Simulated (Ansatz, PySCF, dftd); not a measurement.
System: SiPH4, charge 0, doublet. SiPH4 (SMILES P[SiH2], doublet).
B3LYP-D3(BJ)/def2-TZVP minimum from Ansatz (an electronic-structure program):
```xyz
6

Si    -1.1104    -0.0895     0.2616
P      1.0764     0.1108    -0.2618
H     -1.9087     0.1796    -0.9665
H     -1.4426     0.9493     1.2757
H      1.1743    -1.1014    -0.9903
H      1.5769    -0.4366     0.9464
```
Charge 0, spin multiplicity 2.

Property: enthalpy of formation at 298 K (by atomisation, with rigid-rotor harmonic-oscillator terms from PySCF's Hessian at B3LYP-D3(BJ)/def2-TZVP and the atoms' measured values of the G2/97 table; no spin-orbit terms), in kcal/mol. UHF or UKS for unpaired electrons; spin-orbit terms are left out. Cores are frozen in correlated methods. Rows without X2C or -DK are non-relativistic. CBS(X,Y): correlation extrapolated as X^-3, Hartree-Fock from the larger set. A bracket is a step between two methods taken in the basis named. The functionals are non-relativistic, so their misses hold any scalar relativity. Double hybrids freeze cores in their MP2 part. 'core' is core correlation in cc-pwCVTZ (1s frozen past Ne), 'X2C' scalar relativity in cc-pVTZ-DK, both at CCSD(T). For partners of very few electrons the exact lower level stands in for a higher one.

```
level                                                                                        program  enthalpy of formation at 298 K (kcal/mol)  difference against the last row
------------------------------------------------------------------------------------  --------------  -----------------------------------------  -------------------------------
HF/aug-cc-pV(D+d)Z                                                                            Ansatz                                      147.6                            104.9
PBE-D3(BJ)/def2-TZVPD                                                                 Ansatz + dftd3                                       41.7                             -1.0
wB97X-V/def2-TZVPD                                                                            Ansatz                                       35.7                             -7.0
B2PLYP-D3(BJ)/def2-TZVPD                                                              Ansatz + dftd3                                       46.7                              4.0
B2GP-PLYP-D3(BJ)/def2-TZVPD                                                           Ansatz + dftd3                                       48.6                              5.9
B2GP-PLYP-D4/def2-TZVPD                                                               Ansatz + dftd4                                       50.3                              7.6
MP2/cc-pV(T+d)Z                                                                               Ansatz                                       63.3                             20.6
MP2/CBS(cc-pV(T+d)Z,cc-pV(Q+d)Z)                                                              Ansatz                                       50.9                              8.2
CCSD/CBS(cc-pV(T+d)Z,cc-pV(Q+d)Z)                                                             Ansatz                                       46.5                              3.8
CCSD(T)/aug-cc-pV(T+d)Z                                                                       Ansatz                                       52.4                              9.7
CCSD(T)/cc-pV(T+d)Z                                                                           Ansatz                                       55.1                             12.4
CCSDT(Q)/cc-pV(T+d)Z                                                                          Ansatz                                       54.9                             12.2
CCSD(T)/CBS(cc-pV(T+d)Z,cc-pV(Q+d)Z) + [CCSDT(Q) - CCSD(T)]/cc-pV(T+d)Z + core + X2C          Ansatz                                       42.7                              0.0
```
